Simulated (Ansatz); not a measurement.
A geometry relaxed with PBE0-D4/def2-TZVP (Ansatz, a program for electronic structure), charge 0, multiplicity 1:

```xyz
6

Cl    -1.4539     1.6111    -0.0845
H     -0.8065    -0.8358     1.2967
H     -0.8369    -0.9921    -1.1600
C      2.3737     0.2847    -0.0475
N      1.2147     0.1087    -0.0220
Si    -0.4912    -0.1765     0.0173
```

Write the SMILES of this molecule.

`[C-]#[N+][SiH2]Cl`
